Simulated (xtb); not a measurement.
xtb input (GFN1-xTB):

```bash
xtb mol.xyz --gfn 1 --sp --chrg -1 --uhf 0
```
mol.xyz:
```
6

B     -0.05817339    -0.01085331     0.00453354
F      0.58521979     1.14908035     0.43422908
F      0.88615226    -0.87456899    -0.54889525
C     -1.47559538    -0.27529930     0.11499530
H     -2.17040275     0.43441954     0.55644009
H     -1.92750653    -1.19895944    -0.23708406
```

Output:

```
           -------------------------------------------------
          |                Calculation Setup                |
           -------------------------------------------------

           -------------------------------------------------
          |                 G F N 1 - x T B                 |
           -------------------------------------------------

        Reference                      10.1021/acs.jctc.7b00118
      * Hamiltonian:
        H0-scaling (s, p, d)           1.850000    2.250000    2.000000
        zeta-weighting                 0.000000
      * Dispersion:
        s8                             2.400000
        a1                             0.630000
        a2                             5.000000
        s9                             0.000000
      * Repulsion:
        kExp                           1.500000
        rExp                           1.000000
      * Coulomb:
        alpha                          2.000000
        third order                    atomic
        anisotropic                    false
      * Halogen bond correction:
        rad-scale                      1.300000
        damping                        0.440000

          ...................................................
          :                      SETUP                      :
          :.................................................:
          :  # basis functions                  20          :
          :  # atomic orbitals                  20          :
          :  # shells                           12          :
          :  # electrons                        24          :
          :  # halogen bonds                     0          :
          :  max. iterations                   250          :
          :  Hamiltonian                  GFN1-xTB          :
          :  restarted?                      false          :
          :  GBSA solvation                  false          :
          :  PC potential                    false          :
          :  electronic temp.          300.0000000     K    :
          :  accuracy                    1.0000000          :
          :  -> integral cutoff          0.2500000E+02      :
          :  -> integral neglect         0.1000000E-07      :
          :  -> SCF convergence          0.1000000E-05 Eh   :
          :  -> wf. convergence          0.2000000E-04 e    :
          :  Broyden damping             0.4000000          :
          :  net charge                         -1          :
          :  unpaired electrons                  0          :
          ...................................................

 iter      E             dE          RMSdq      gap      omega  full diag
   1    -15.2086995 -0.152087E+02  0.101E+01    5.99       0.0  T
   2    -15.2574664 -0.487669E-01  0.566E+00    6.44       1.0  T
   3    -15.2551226  0.234376E-02  0.157E+00    5.76       1.0  T
   4    -15.2464517  0.867088E-02  0.198E+00    6.65       1.0  T
   5    -15.2624319 -0.159802E-01  0.717E-02    6.13       1.0  T
   6    -15.2624216  0.102802E-04  0.476E-02    6.10       1.0  T
   7    -15.2624335 -0.119251E-04  0.182E-02    6.13       2.2  T
   8    -15.2624345 -0.928005E-06  0.956E-03    6.12       4.3  T
   9    -15.2624348 -0.338453E-06  0.121E-03    6.12      33.8  T
  10    -15.2624348 -0.515679E-08  0.221E-05    6.12    1848.1  T
  11    -15.2624348 -0.189715E-11  0.287E-06    6.12   14233.9  T

   *** convergence criteria satisfied after 11 iterations ***

         #    Occupation            Energy/Eh            Energy/eV
      -------------------------------------------------------------
         1        2.0000           -0.5746985             -15.6383
       ...           ...                  ...                  ...
         6        2.0000           -0.3006757              -8.1818
         7        2.0000           -0.2969481              -8.0804
         8        2.0000           -0.2749758              -7.4825
         9        2.0000           -0.2646476              -7.2014
        10        2.0000           -0.2600159              -7.0754
        11        2.0000           -0.2305243              -6.2729
        12        2.0000           -0.1278773              -3.4797 (HOMO)
        13                          0.0970347               2.6404 (LUMO)
        14                          0.1324188               3.6033
        15                          0.1806251               4.9151
        16                          0.2952998               8.0355
        17                          0.3560770               9.6893
       ...                                ...                  ...
        20                          0.8500414              23.1308
      -------------------------------------------------------------
                  HL-Gap            0.2249121 Eh            6.1202 eV
             Fermi-level           -0.0154213 Eh           -0.4196 eV

 SCC (total)                   0 d,  0 h,  0 min,  0.007 sec
 SCC setup                      ...        0 min,  0.000 sec (  2.887%)
 Dispersion                     ...        0 min,  0.000 sec (  1.031%)
 classical contributions        ...        0 min,  0.000 sec (  0.628%)
 integral evaluation            ...        0 min,  0.002 sec ( 21.862%)
 iterations                     ...        0 min,  0.003 sec ( 35.696%)
 molecular gradient             ...        0 min,  0.002 sec ( 34.098%)
 printout                       ...        0 min,  0.000 sec (  3.435%)

         :::::::::::::::::::::::::::::::::::::::::::::::::::::
         ::                     SUMMARY                     ::
         :::::::::::::::::::::::::::::::::::::::::::::::::::::
         :: total energy             -15.175417848216 Eh    ::
         :: gradient norm              0.035886500395 Eh/a0 ::
         :: HOMO-LUMO gap              6.120168559050 eV    ::
         ::.................................................::
         :: SCC energy               -15.262434817672 Eh    ::
         :: -> electrostatic           0.180743726497 Eh    ::
         :: repulsion energy           0.088022302988 Eh    ::
         :: dispersion energy         -0.001005333532 Eh    ::
         :: halogen bond corr.         0.000000000000 Eh    ::
         :: add. restraining           0.000000000000 Eh    ::
         :: total charge              -1.000000000000 e     ::
         :::::::::::::::::::::::::::::::::::::::::::::::::::::

           -------------------------------------------------
          |                Property Printout                |
           -------------------------------------------------

    * Orbital Energies and Occupations

         #    Occupation            Energy/Eh            Energy/eV
      -------------------------------------------------------------
         1        2.0000           -0.5746985             -15.6383
         2        2.0000           -0.5714255             -15.5493
         3        2.0000           -0.3613317              -9.8323
         4        2.0000           -0.3358195              -9.1381
         5        2.0000           -0.3039048              -8.2697
         6        2.0000           -0.3006757              -8.1818
         7        2.0000           -0.2969481              -8.0804
         8        2.0000           -0.2749758              -7.4825
         9        2.0000           -0.2646476              -7.2014
        10        2.0000           -0.2600159              -7.0754
        11        2.0000           -0.2305243              -6.2729
        12        2.0000           -0.1278773              -3.4797 (HOMO)
        13                          0.0970347               2.6404 (LUMO)
        14                          0.1324188               3.6033
        15                          0.1806251               4.9151
Note: The following floating-point exceptions are signalling: IEEE_DENORMAL
normal termination of xtb
        16                          0.2952998               8.0355
        17                          0.3560770               9.6893
        18                          0.5893510              16.0371
        19                          0.6832129              18.5912
        20                          0.8500414              23.1308
      -------------------------------------------------------------
                  HL-Gap            0.2249121 Eh            6.1202 eV
             Fermi-level           -0.0154213 Eh           -0.4196 eV

  Mulliken/CM5 charges         n(s)   n(p)   n(d)
     1B     0.43127  0.24263   0.876  1.693  0.000
     2F    -0.42901 -0.38580   1.834  5.595  0.000
     3F    -0.42901 -0.38580   1.834  5.595  0.000
     4C    -0.53960 -0.55053   1.023  3.517  0.000
     5H    -0.01682  0.03975   1.017  0.000  0.000
     6H    -0.01682  0.03975   1.017  0.000  0.000

Wiberg/Mayer (AO) data.
largest (>0.10) Wiberg bond orders for each atom

 ---------------------------------------------------------------------------
     #   Z sym  total        # sym  WBO       # sym  WBO       # sym  WBO
 ---------------------------------------------------------------------------
     1   5 B    3.311 --     4 C    1.635     3 F    0.831     2 F    0.831
     2   9 F    0.924 --     1 B    0.831
     3   9 F    0.924 --     1 B    0.831
     4   6 C    3.709 --     1 B    1.635     5 H    0.984     6 H    0.984
     5   1 H    1.006 --     4 C    0.984
     6   1 H    1.006 --     4 C    0.984
 ---------------------------------------------------------------------------

Topologies differ in total number of bonds
Writing topology from bond orders to xtbtopo.mol

 dipole moment from electron density (au)
     X       Y       Z
   0.4538   0.0847  -0.0354  total (Debye):    1.177

           -------------------------------------------------
          | TOTAL ENERGY              -15.175417848216 Eh   |
          | GRADIENT NORM               0.035886500395 Eh/α |
          | HOMO-LUMO GAP               6.120168559050 eV   |
           -------------------------------------------------

------------------------------------------------------------------------
------------------------------------------------------------------------
 total:
 SCF:
```

It need not be the lowest isomer of its formula. Whether it binds its extra electron was not tested at this geometry.
